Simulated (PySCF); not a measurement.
**Correlation energy of Pm⁴⁷⁺ (promethium, charge +47)**

[Ne] 3s2 3p2, high-spin 3P determinant. All numbers are calculated (PySCF 2.14, the spin-free X2C one-electron Hamiltonian (Gaussian nucleus), in an uncontracted even-tempered set (18 s from 10 bohr⁻², ratio 2.5; 12 p from 13 bohr⁻², ratio 2.5; 4 d from 52 bohr⁻², ratio 2.7; 4 f from 77 bohr⁻², ratio 2.7)). Frozen: 1s2; 12 electrons correlated; the 21 highest virtual orbitals of each spin left out.

```json
{"level": "CCSD", "correlation energy (mhartree)": "-528.57"}
{"level": "(T)", "correlation energy (mhartree)": "-0.74"}
{"level": "CCSD(T)", "correlation energy (mhartree)": "-529.31"}
```

Diagnostics: T1 = 0.00047, D1 = 0.0021, largest double amplitude 0.045.

Problem. Is a single reference adequate?

Solution. Yes, within this model without spin-orbit coupling: T1 lies below 0.03 and no double amplitude reaches 0.07.

At this charge the one-electron X2C treatment keeps the bare 1/r₁₂, with no two-electron picture change or Breit term. The effect here is smaller than on the frozen 1s shell; and a scalar Hamiltonian misses the large spin-orbit splitting of the p shells, which matters for ns² → np² pairs.

Spin-orbit coupling is strong in this species, so the high-spin LS determinant is a model state.
